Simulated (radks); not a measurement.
Isoelectronic series with 4 electrons, all held in the configuration [He] 2s2, which need not be the ground one along the series. Calculated with a radial shooting solver on a logarithmic mesh with Libxc functionals: Dirac Kohn-Sham, PBEsol, spin-unpolarised, spherical densities, point nucleus. Total energies (hartree) and mean radii <r> (bohr):

| ion | E (hartree) | 2s1/2 | 1s1/2 |
|---|---|---|---|
| Be | -14.53518 | 2.615 | 0.4221 |
| F5+ | -87.80061 | 0.8054 | 0.1756 |
| Si10+ | -223.98370 | 0.4797 | 0.1106 |
| K15+ | -423.66198 | 0.3411 | 0.08049 |
| Cr20+ | -687.70727 | 0.2641 | 0.06314 |
| Cu25+ | -1017.29409 | 0.2149 | 0.05183 |
| Se30+ | -1413.92533 | 0.1807 | 0.04384 |
